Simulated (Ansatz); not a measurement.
**Reading a saddle point**

A first-order saddle point of SiH4Cl3OF, singlet, PBE0-D4/def2-TZVP, with one imaginary mode of 1154i cm⁻¹:

```xyz
10
angstrom
Si -0.3735 -0.7838 -0.2377
H -0.5448 0.0072 1.2218
Cl 0.0420 -1.5936 -2.1478
Cl 0.2158 -2.3832 0.8936
Cl -2.3698 -0.4177 -0.5094
H 0.7884 1.3408 0.1909
O 0.7754 0.4969 -0.5562
H -0.1432 0.9062 1.3613
F 0.4705 1.8775 1.2307
H 1.1392 0.5498 -1.4472
```

Program: Ansatz 0.2.0. Basis: def2-TZVPP and def2-QZVPP. Cores are frozen in the correlated methods. Extrapolation: Hartree–Fock as exp(−7.88 √X), correlation as X^−2.97.

Question: Which contacts change along the imaginary mode, and what lies on either side? (Judge from chemistry; the calculation decides.)

Answer: The calculation gives: The step is SiHCl₃ ([Cl][SiH]([Cl])[Cl]) + H₂O + HF → SiHCl₃O ([OH][Si]([Cl])([Cl])[Cl]) + HF + H₂, with the molecules in contact on both sides. Shortening one way: Si1–O7, H2–H8, H6–F9; lengthening the same way: Si1–H2, H6–O7, H8–F9.
| pair | one side (Å) | saddle (Å) | other side (Å) |
| --- | --- | --- | --- |
| Si1–O7 | 3.00 | 1.75 | 1.64 |
| H2–H8 | 3.39 | 0.99 | 0.75 |
| H6–F9 | 2.00 | 1.21 | 0.93 |
| Si1–H2 | 1.46 | 1.67 | 3.81 |
| H6–O7 | 0.96 | 1.13 | 1.75 |
| H8–F9 | 0.93 | 1.16 | 2.64 |

Question: Which side is lower, and how far does the saddle lie above each? (Judge from chemistry; the value comes from the calculation.)

Answer: The calculation gives: The side with Si1–O7, H2–H8, H6–F9 short is lower by 18.11 kcal/mol; the saddle lies 47.73 kcal/mol above it and 29.63 kcal/mol above the other (CCSD(T) at an estimated basis limit (MP2 extrapolated from triple and quadruple zeta, plus CCSD(T) − MP2 in triple zeta); electronic energies).

No T1 diagnostic of these runs exceeds 0.011.

Labels in which every atom is bracketed show which atoms are joined, not bond orders.

For scale, one of the runs: CCSD(T)/def2-TZVPP, 286 basis functions, launched by `ansatz run in.yaml --threads 8 --pin off --events-out ev --progress --plain --max-ram 19148MiB`. Time: 4.3 min of wall clock on 8 CPU threads of an Arm Neoverse V1; the host was shared. Peak host memory: 8.3 GiB.
